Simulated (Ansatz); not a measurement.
FH₅OSSi₂, SMILES `O[SiH](F)[SiH2]S`, relaxed with RKS PBE0-D4/def2-TZVP in Ansatz from a PBE-D4/def2-SVP geometry. The force threshold is 0.005 eV/Å; the program also tests the step.

Charge 0, multiplicity 1.

Start:

```xyz
10

O    -1.055   -1.700    0.293
Si   -1.183   -0.057    0.545
F    -1.977    0.672   -0.703
Si    1.025    0.723    0.364
S     1.656   -0.418   -1.398
H    -0.321   -1.909   -0.324
H    -1.999    0.144    1.782
H     1.234    2.202    0.188
H     1.923    0.214    1.456
H     0.698    0.129   -2.203
```

| step | energy (eV) | largest force (eV/Å) | largest move (Å) |
| --- | --- | --- | --- |
| 1 | -31427.8299 | 1.260 | 0.000 |
| 2 | -31427.8880 | 0.774 | 0.101 |
| 3 | -31427.9102 | 0.265 | 0.056 |
| 4 | -31427.9155 | 0.124 | 0.035 |
| 5 | -31427.9182 | 0.133 | 0.034 |
| 6 | -31427.9194 | 0.042 | 0.038 |
| 7 (rejected) | -31427.9185 | 0.058 | 0.017 |
| 8 | -31427.9198 | 0.013 | 0.008 |
| 9 | -31427.9199 | 0.003 | 0.005 |

End:

```xyz
10

O    -1.132   -1.692    0.328
Si   -1.173   -0.073    0.538
F    -2.004    0.630   -0.641
Si    1.025    0.710    0.324
S     1.768   -0.335   -1.410
H    -0.484   -2.018   -0.304
H    -1.909    0.174    1.797
H     1.165    2.183    0.182
H     1.893    0.235    1.432
H     0.852    0.185   -2.247
```

Run time 37 s (4 threads of an Arm Neoverse V1 on a shared host); peak host memory 0.59 GiB.
